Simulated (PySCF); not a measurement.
**Radial density of Kr⁺ (krypton, charge +1)**

BP86, [Ar] 3d10 4s2 4p5, 2P determinant. Calculation: PySCF 2.14, in x2c-SVPall (5s4p3d, 32 functions); the spin-free X2C one-electron Hamiltonian (Gaussian nucleus).

| r (bohr) | 4πr²ρ (e/bohr) | 4πr²(ρα − ρβ) |
| --- | --- | --- |
| 0.000580 | 0.2223 | 0.0000 |
| 0.000975 | 0.6014 | 0.0000 |
| 0.00164 | 1.529 | 0.0000 |
| 0.00276 | 3.574 | 0.0000 |
| 0.00464 | 8.093 | 0.0000 |
| 0.00780 | 16.86 | 0.0001 |
| 0.0131 | 30.35 | 0.0006 |
| 0.0221 | 42.85 | 0.0034 |
| 0.0371 | 42.84 | 0.0141 |
| 0.0625 | 36.85 | 0.0411 |
| 0.105 | 50.21 | 0.0533 |
| 0.177 | 44.96 | -0.0011 |
| 0.297 | 30.09 | 0.0755 |
| 0.500 | 35.23 | 0.0844 |
| 0.841 | 11.10 | 0.1071 |
| 1.41 | 5.560 | 0.6908 |
| 2.38 | 1.866 | 0.2865 |
| 4.00 | 0.1284 | 0.0222 |
| 6.73 | 1.951e-05 | 0.0000 |

Densities and radii are taken from the X2C orbitals without a picture-change correction, which distorts them close to the nucleus.
